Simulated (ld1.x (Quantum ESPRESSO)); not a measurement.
palladium, PAW: configuration errors across variants

ld1.x (Quantum ESPRESSO) 7.5 input, shortened:

```
&input
   title='Pd', zed=46., rel=2, dft='WC', iswitch=3,
   config='[Kr] 4d9.75 5s0 5p0', rel_dist='average'
 /
 &inputp
   pseudotype=3, lpaw=.true., tm=.true., lloc=-2, rcloc=2.10,
   nlcc=.true., new_core_ps=.true., rcore=1.55,
   which_augfun='BESSEL', rmatch_augfun=1.55
 /
6
5S  1  0   0.00   0.00  1.40  1.85  0.0
5S  1  0   0.00   0.05  1.40  1.85  0.0
5P  2  1   0.00   0.00  2.30  3.05  0.0
5P  2  1   0.00   1.40  2.30  3.05  0.0
4D  3  2   9.75   0.00  1.55  2.00  0.0
4D  3  2   0.00   2.40  1.55  2.00  0.0
 &test
   configts(1)='4d9.75 5s0 5p0'
 /
```

Open shells are filled in proportion to 2j + 1 (rel_dist='average').

All-electron excitation energies from the reference (eV): (1) 4d10 5s0 5p0 -1.308; (2) 4d9 5s0 5p0 7.817; (3) 4d8 5s0 5p0 28.645; (4) 4d7 5s0 5p0 63.009; (5) 4d9 5s0 5p1 4.059; (6) 4d9.5 5s0 5p0 1.929.

Tests that are not counted but printed errors over 1 eV. “base”: 4d8 5s1 5p0 (solver errors, printed error -3.9 eV). “all radii but the core radius scaled by about 0.80 (s 1.48, p 2.42, d 1.60 bohr, rcut 1.12/1.84/1.24); local potential all-electron potential smoothed inside 1.68 bohr (lloc = -2); augmentation BESSEL, radius 1.24 bohr”: 4d8 5s1 5p0 (solver errors, printed error -3.9 eV). “all radii but the core radius scaled by about 0.85 (s 1.56, p 2.58, d 1.70 bohr, rcut 1.18/1.96/1.32); local potential all-electron potential smoothed inside 1.78 bohr (lloc = -2); augmentation BESSEL, radius 1.32 bohr”: 4d8 5s1 5p0 (solver errors, printed error -3.9 eV). “all radii but the core radius scaled by about 1.19 (s 2.20, p 3.62, d 2.38 bohr, rcut 1.66/2.72/1.84); local potential all-electron potential smoothed inside 2.50 bohr (lloc = -2); augmentation BESSEL, radius 1.84 bohr”: 4d8 5s1 5p0 (solver errors, printed error -3.9 eV).

Errors AE − PS in meV (a dash: test not solved or not reliable):

| change | (1) | (2) | (3) | (4) | (5) | (6) | bound ghosts |
| --- | --- | --- | --- | --- | --- | --- | --- |
| base | -0.5 | -13 | -133 | -524 | -16 | -0.9 | not determined |
| all radii but the core radius scaled by about 0.80 (s 1.48, p 2.42, d 1.60 bohr, rcut 1.12/1.84/1.24); local potential all-electron potential smoothed inside 1.68 bohr (lloc = -2); augmentation BESSEL, radius 1.24 bohr | -0.5 | -13 | -134 | -526 | -19 | -0.9 | not determined |
| all radii but the core radius scaled by about 0.85 (s 1.56, p 2.58, d 1.70 bohr, rcut 1.18/1.96/1.32); local potential all-electron potential smoothed inside 1.78 bohr (lloc = -2); augmentation BESSEL, radius 1.32 bohr | -0.5 | -13 | -134 | -526 | -16 | -0.9 | not determined |
| all radii but the core radius scaled by about 1.19 (s 2.20, p 3.62, d 2.38 bohr, rcut 1.66/2.72/1.84); local potential all-electron potential smoothed inside 2.50 bohr (lloc = -2); augmentation BESSEL, radius 1.84 bohr | -0.7 | -14 | -136 | -528 | -16 | -1.2 | not determined |
| all radii but the core radius scaled by about 1.29 (s 2.38, p 3.94, d 2.58 bohr, rcut 1.80/2.96/2.00); local potential all-electron potential smoothed inside 2.70 bohr (lloc = -2); augmentation BESSEL, radius 2.00 bohr | -1.1 | -17 | -139 | -530 | -16 | -1.5 | not determined |
| all radii but the core radius scaled by about 1.38 (s 2.56, p 4.20, d 2.76 bohr, rcut 1.94/3.18/2.14); local potential all-electron potential smoothed inside 2.90 bohr (lloc = -2); augmentation BESSEL, radius 2.14 bohr | -1.9 | -21 | -149 | -533 | -18 | -2.2 | not determined |

**Question.** Give the same row for: all radii but the core radius scaled by about 1.09 (s 2.02, p 3.32, d 2.18 bohr, rcut 1.52/2.50/1.68); local potential all-electron potential smoothed inside 2.28 bohr (lloc = -2); augmentation BESSEL, radius 1.68 bohr.

**Answer.** -0.6, -13, -134, -527, -16, -1.0; bound ghosts: not determined. Not counted: 4d8 5s1 5p0 (solver errors, printed error -3.9 eV).
